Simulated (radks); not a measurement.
Species: Zr. Configuration: [Kr] 4d2.25 5s1.75 (fractional occupations, a model configuration). Method: Dirac Kohn-Sham, BLYP, spin-unpolarised, spherical densities, finite nucleus; open shells fill j = l - 1/2 first; Fermi nuclear charge, rms radius 4.2694 fm; computed with a radial shooting solver on a logarithmic mesh with Libxc functionals. Some entries of the table are withheld. Estimate them.

orbital,occ.,eigenvalue (eV),<r^2> (bohr^2)
1s1/2,2,(1),0.001852
2s1/2,2,-2467.840,0.03111
2p1/2,2,-2259.332,0.02359
2p3/2,4,-2173.419,0.02498
3s1/2,2,-403.4099,0.2412
3p1/2,2,-325.8042,0.2416
3p3/2,4,-312.1263,0.2527
3d3/2,4,-175.2036,(2)
3d5/2,6,-172.7050,(3)
4s1/2,2,-53.6288,1.672
4p1/2,2,-32.8333,2.098
4p3/2,4,-31.0537,2.199
5s1/2,1.75,-4.1343,16.36
4d3/2,2.25,(4),6.968
4d5/2,0,(5),7.173
5p1/2,0,-1.3257,33.14
5p3/2,0,-1.2360,35.11

Answer. 
(1) 1s1/2 eigenvalue (eV): -17819.55
(2) 3d3/2 <r^2> (bohr^2): 0.2458
(3) 3d5/2 <r^2> (bohr^2): 0.2495
(4) 4d3/2 eigenvalue (eV): -3.1117
(5) 4d5/2 eigenvalue (eV): -2.9885
